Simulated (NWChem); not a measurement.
ScBrF2; SMILES [F][Sc]([F])[Br]

```xyz
4

Sc     0.0000     0.0000     0.9311
F      0.0000    -1.5370     1.8789
F      0.0000     1.5370     1.8789
Br     0.0000     0.0000    -1.5250
```
Atoms are numbered in this order, from 1.

The geometry was optimised at PBE0/def2-SVP.

Symmetry labels are those of C2v in the frame above (b1 and b2, or b-type labels, depend on it).

List the 6 lowest vertical singlet excitations from BHandHLYP/6-31G* (spherical d), full TDDFT (NWChem).


```
state  energy (eV)  oscillator strength  symmetry  leading excitation (squared amplitude)
-----  -----------  -------------------  --------  --------------------------------------
S1            5.02                0.012        b2                      HOMO → LUMO (0.99)
S2            5.12                0.028        b1                    HOMO−1 → LUMO (0.99)
S3            5.72                0.003        a1                    HOMO−2 → LUMO (0.96)
S4            5.78                0.000        a2                    HOMO → LUMO+1 (0.99)
S5            6.27                0.043        a1                  HOMO−1 → LUMO+1 (0.88)
S6            6.42                0.013        b1                  HOMO−2 → LUMO+1 (0.99)
```
